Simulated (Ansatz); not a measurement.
Computed with Ansatz on PBE0-D4/def2-TZVP structures; ΔE is electronic, products minus reactants. CBS: MP2 limit from def2 TZ/QZ plus the TZ coupled-cluster correction, frozen cores. Functionals use def2-TZVPP. B3LYP here is the variant with VWN-RPA as its local correlation; programs differ in this. No spin–orbit coupling; open shells (•) take unrestricted orbitals. For Ge outer-core shells are correlated without core-valence functions, which leaves a few kJ/mol of doubt a bond. Scalar relativity is left out up to krypton. Each species was taken in one conformer, which may not be the lowest.

`[SiH3][GeH2][SiH2][SiH2][GeH3]` → `[SiH2][GeH3]`• + `[SiH2][GeH2][SiH3]`•  (homolysis of the Si–Si bond)

| level | ΔE (kJ/mol) | difference from CCSD(T)/CBS |
| --- | --- | --- |
| LDA (SPW92) | 352.3 | 20.8 |
| PBE-D4 | 315.1 | -16.4 |
| B3LYP-D4 | 311.8 | -19.7 |
| r2SCAN0-D4 | 302.4 | -29.1 |
| ωB97X-V | 333.6 | 2.1 |
| CCSD/def2-SVP | 296.5 | -35.0 |
| SCS-MP2/def2-TZVPP | 323.1 | -8.4 |
| CCSD(T)/def2-TZVPP | 319.3 | -12.2 |
| SCS-MP2/def2-QZVPP | 330.3 | -1.2 |
| CCSD/CBS(def2) | 321.9 | -9.6 |
| CCSD(T)/CBS | 331.5 | 0 |

Largest T1 diagnostic among the species: 0.013.

From PBE to PBE0 (25 % exact exchange), in def2-TZVPP and without D4, ΔE moves by +3.3 kJ/mol. Leaving LDA and LC-ωPBE aside and taking each functional with its dispersion term where it has one, the values, not all of them listed here, spread over 32.5 kJ/mol, from r2SCAN-D4 to ωB97X-V. LDA lies +52.9 kJ/mol from PBE without D4, its usual overbinding.
